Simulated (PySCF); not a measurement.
# Electric field gradients and quadrupole coupling constants

C₄H₉FO₂Si₂.
Structure used (GFN2-xTB), in Å, numbered top down from 1:
```
atom  x, y, z in Å
O1     2.9289    0.9580   -1.3505
C2     2.8607    0.3716   -0.2992
O3     3.9522    0.0656    0.4116
Si4    1.2611   -0.1986    0.5970
C5    -0.1005   -0.3082   -0.7313
C6    -1.4660   -0.3560   -0.1221
Si7   -2.4804    1.2296   -0.0578
C8    -1.9448   -1.4809    0.3856
F9    -1.2388   -2.6378    0.3743
H10    4.7600    0.3773   -0.0352
H11    1.5510   -1.4687    1.2590
H12    0.9447    0.8387    1.5877
H13   -0.0169    0.5460   -1.4046
H14    0.0688   -1.2093   -1.3268
H15   -2.7041    1.6938   -1.4291
H16   -1.7168    2.2379    0.6804
H17   -3.7560    0.9618    0.6057
H18   -2.9120   -1.6146    0.8437
```

Field gradients from the PBE0/pcSseg-1 density (PySCF, non-relativistic), principal values in atomic units, ordered |Vxx| ≤ |Vyy| ≤ |Vzz|:

```
atom      Vxx      Vyy      Vzz
  O1   0.5622   1.0014  -1.5636
  O3  -0.5009  -1.1152   1.6160
```

Problem. Find the asymmetry η = (Vxx − Vyy)/Vzz and the couplings χ = eQV/h (234.96 MHz × Q in barn × V in au), with Q(17O) = −0.0256 b.

Solution. 
| atom | environment | nucleus | η | χzz (MHz) | χxx (MHz) | χyy (MHz) |
| --- | --- | --- | --- | --- | --- | --- |
| O1 | acid carbonyl oxygen | 17O | 0.28 | 9.41 | -3.38 | -6.02 |
| O3 | acid hydroxyl oxygen | 17O | 0.38 | -9.72 | 3.01 | 6.71 |

Problem. What is Vzz at O3 in SI units (1 au = 9.71736 × 10²¹ V/m²)?

Solution. 1.6160 au = 15.704 × 10²¹ V/m².

Problem. What couplings would deuterons (Q(2H) = 0.00286 b) have in place of the hydrogens, at this geometry?

Solution. 
```
atom  bonded to  bond length (Å)  Vzz (au)     η  χzz (kHz)
 H10         O3            0.974    0.4240  0.09        285
 H11        Si4            1.461    0.1623  0.00        109
 H12        Si4            1.469    0.1577  0.01        106
 H13         C5            1.091    0.3072  0.05        206
 H14         C5            1.093    0.3053  0.04        205
 H15        Si7            1.465    0.1609  0.02        108
 H16        Si7            1.464    0.1613  0.02        108
 H17        Si7            1.463    0.1628  0.03        109
 H18         C8            1.079    0.3229  0.11        217
```

Isolated species at its GFN2-xTB geometry (one conformer only). GFN2-xTB bond lengths can be off by several hundredths of an ångström, more for odd bonds, and the gradients follow them. A larger basis could move these couplings by a tenth or more.
